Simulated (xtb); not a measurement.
xtb input:

```bash
xtb mol.xyz --gfn 2 --sp --chrg 0 --uhf 0
```
mol.xyz:
```
5

Si    -0.41302051     0.07530117     0.03819947
Cl    -0.96165236    -0.09090360     1.99021195
Cl    -1.45995569    -1.27132241    -1.07063114
Cl    -0.82994607     1.95504360    -0.61885085
Br     1.74453449    -0.31806044    -0.16134862
```

Problem. Predict the final energy.

Solution. -19.62575 Eh (GFN2-xTB).
